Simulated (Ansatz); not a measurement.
`C=NB(F)[SiH3]` + H₂Se → `FB([SiH3])[SeH]` + `C=N`  (ligand exchange at a B–N bond)

Program: Ansatz. Geometries: PBE0-D4/def2-TZVP. ΔE: electronic, gas phase. CBS: MP2 limit from def2 TZ/QZ plus the TZ coupled-cluster correction, frozen cores. This one scheme is used for every species. DFT in def2-TZVPP. B3LYP here is the variant with VWN-RPA as its local correlation; programs differ in this. For Se outer-core shells are correlated without core-valence functions, which leaves a few kJ/mol of doubt a bond. Scalar relativity is left out up to krypton. One conformer a species, not always the lowest.

`C=NB(F)[SiH3]`:

```xyz
10

C     0.101   -1.408    1.711
N    -0.048   -1.032    0.539
B    -0.193   -0.519   -0.720
F    -0.478   -1.335   -1.748
Si    0.027    1.477   -1.011
H     1.081   -1.707    2.098
H    -0.741   -1.463    2.408
H    -1.214    2.065   -1.587
H     1.141    1.749   -1.961
H     0.325    2.173    0.271
```

H₂Se:

Cartesian coordinates in Å:
```
Se 0.274 -0.560 -0.282
H -0.005 0.798 -0.760
H -0.270 -0.238 1.042
```

`FB([SiH3])[SeH]`:

```xyz
8

F    -1.360   -1.139   -0.775
B    -0.220   -0.628   -0.331
Si   -0.164    1.209    0.531
Se    1.417   -1.649   -0.508
H     1.224    1.546    0.942
H    -0.648    2.238   -0.430
H    -1.045    1.236    1.731
H     0.796   -2.813   -1.161
```

`C=N`:

Cartesian coordinates in Å:
```
C 0.349 0.031 0.171
N -0.586 -0.632 -0.353
H 0.352 1.120 0.296
H 1.232 -0.499 0.533
H -1.348 -0.020 -0.647
```

| level | ΔE (kcal/mol) | difference from CCSD(T)/CBS |
| --- | --- | --- |
| PBE-D4 | 6.3 | 2.6 |
| PBE0-D4 | 5.9 | 2.2 |
| B3LYP-D4 | 7.4 | 3.7 |
| ωB97M-V | 5.9 | 2.2 |
| B2PLYP | 6.1 | 2.4 |
| PBE | 6.5 | 2.8 |
| r2SCAN | 6.4 | 2.7 |
| PBE0 | 6.1 | 2.4 |
| HF/def2-TZVPP | 5.9 | 2.2 |
| SCS-MP2/def2-TZVPP | 4.0 | 0.3 |
| CCSD/def2-TZVPP | 4.2 | 0.5 |
| HF/def2-QZVPP | 6.2 | 2.5 |
| MP2/def2-QZVPP | 3.7 | 0.0 |
| SCS-MP2/def2-QZVPP | 4.0 | 0.3 |
| MP2/CBS(def2) | 3.5 | -0.2 |
| CCSD/CBS(def2) | 4.1 | 0.4 |
| CCSD(T)/CBS | 3.7 | 0 |

Largest T1 diagnostic among the species: 0.015.

In def2-TZVPP, CCSD(T) changes the Hartree–Fock value by −2.1 kcal/mol (the triples alone add −0.4 kcal/mol) and MP2 by −2.3 kcal/mol.
